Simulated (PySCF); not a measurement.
## Excitation energy of Cu²⁺ by level of theory

Cu²⁺ [Ar] 3d9 (2D) → Cu²⁺ [Ar] 3d8 4p1 (high-spin determinant), as a difference of total energies. All numbers are calculated (PySCF 2.14, a scalar-relativistic core potential, in aug-cc-pVTZ-PP with one added diffuse shell each of s, p, d, f, g type with ECP10MDF (7s7p6d4f3g, 113 functions)). Correlated levels: valence: 3s2 3p6 frozen. The calculations carry no spin-orbit coupling.

```tsv
method	excitation energy (cm⁻¹)
UHF	104530
LDA	123210
PBE	117410
PBE0	116400
r2SCAN	110760
wB97X	119520
LC-wPBE	120460
wB97M-V	115820
MP2 (valence)	122610
SCS-MP2 (valence)	121860
```

The determinant of the upper state mixes LS terms, which raises its energy above the lowest term, most at the Hartree-Fock and MP2 levels.
